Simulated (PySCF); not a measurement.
Compound: C₅H₈Si.
Atom-mapped SMILES: `[CH:1]#[C:2][C:3](=[CH2:4])[SiH2:5][CH3:6]` (hydrogens: H7 on C1; H8, H9 on C4; H10, H11 on Si5; H12, H13, H14 on C6)

Method: PySCF, PBE0-D3(BJ)/def2-SVP geometry optimisation, gas phase; density fitting, grid level 1; the optimiser is geomeTRIC in internal coordinates, started from a GFN2-xTB structure with every atom displaced at random (about 0.01 Å).

Step 0: E = -13174.6132 eV
```
atom  x, y, z in Å  |  force x, y, z in eV/Å
C1     -1.0851    2.1407    1.2872   -0.150   2.220   1.791
C2     -1.0390    1.2443    0.5094    0.138  -1.893  -1.552
C3     -0.9317    0.1375   -0.3615    1.955  -0.541   2.501
C4     -1.5795    0.0771   -1.4827   -2.024   0.879  -1.987
Si5     0.2937   -1.2286    0.1871    0.310   1.205   0.383
C6      2.0432   -0.4825    0.2515   -0.510  -0.448  -0.012
H7     -1.1636    2.9810    1.9386    0.014   0.205   0.247
H8     -2.2689    0.8718   -1.7888    0.039   0.067  -0.027
H9     -1.5345   -0.7562   -2.1306    0.217  -1.185  -0.898
H10    -0.1007   -1.7042    1.5395   -0.047  -0.100   0.112
H11     0.2125   -2.3149   -0.7748   -0.052  -0.616  -0.535
H12     2.7759   -1.2328    0.5763    0.086  -0.078  -0.029
H13     2.3283   -0.1020   -0.7335    0.092   0.030  -0.219
H14     2.0811    0.3487    0.9573   -0.068   0.253   0.225
```

Step 1: E = -13174.7955 eV
```
atom  x, y, z in Å  |  force x, y, z in eV/Å
C1     -1.0950    2.2247    1.2788    0.044  -0.126  -0.180
C2     -1.0274    1.3135    0.4750   -0.004   0.189   0.228
C3     -0.9010    0.1892   -0.3853   -0.362  -0.177  -0.370
C4     -1.6853    0.0345   -1.4804    0.509  -0.125   0.217
Si5     0.3251   -1.1488    0.1383    0.215  -0.335   0.068
C6      2.0871   -0.5186    0.2994   -0.180   0.166   0.026
H7     -1.1691    3.0443    1.9664   -0.003   0.051   0.051
H8     -2.4209    0.7875   -1.7646   -0.123   0.086  -0.034
H9     -1.5805   -0.8449   -2.1302   -0.043   0.118   0.123
H10    -0.0971   -1.7119    1.4589   -0.085   0.036  -0.007
H11     0.2564   -2.2527   -0.8773   -0.039   0.105   0.007
H12     2.7872   -1.3163    0.5864   -0.054  -0.072   0.005
H13     2.4174   -0.0927   -0.6553    0.111   0.076  -0.110
H14     2.1349    0.2720    1.0648    0.014   0.007  -0.024
```

Question: Estimate the geometry and energy of step 2. (The exact step hangs on the optimiser's Hessian estimate; all steps are aligned on step 1, rigid shifts and turns removed.)

Answer: E = -13174.8117 eV, largest force 0.154 eV/Å
```
atom  x, y, z in Å  |  force x, y, z in eV/Å
C1     -1.0541    2.2163    1.2822    0.026   0.022  -0.029
C2     -1.0145    1.2981    0.4866   -0.042   0.002   0.012
C3     -0.9114    0.1686   -0.3756   -0.087  -0.035  -0.074
C4     -1.6673    0.0239   -1.4834    0.065   0.056   0.070
Si5     0.3170   -1.1695    0.1409    0.077  -0.123   0.053
C6      2.0579   -0.4903    0.2990   -0.044   0.080  -0.036
H7     -1.1031    3.0436    1.9659    0.001  -0.012   0.001
H8     -2.4026    0.7780   -1.7829    0.009   0.002  -0.005
H9     -1.5650   -0.8604   -2.1192   -0.016   0.010   0.004
H10    -0.1240   -1.7387    1.4530    0.000   0.010  -0.004
H11     0.2512   -2.2527   -0.8907   -0.002   0.026  -0.011
H12     2.7646   -1.2833    0.5851    0.008  -0.015   0.009
H13     2.3924   -0.0511   -0.6538    0.007  -0.018   0.014
H14     2.0909    0.2972    1.0679   -0.001  -0.005  -0.004
```

The energy changes by -0.0161 eV. The first-order estimate −F·Δx gives -0.0270 eV and the mean of the old and new forces, exact on a quadratic surface, -0.0162 eV. The step makes an angle of 79° with the force vector and moves no atom by more than 0.066 Å.

What follows is the cost of the whole optimisation. On one thread of an Arm Neoverse V1, no GPU, shared host, this took 40 s of wall time and 0.50 GiB of memory at its peak.
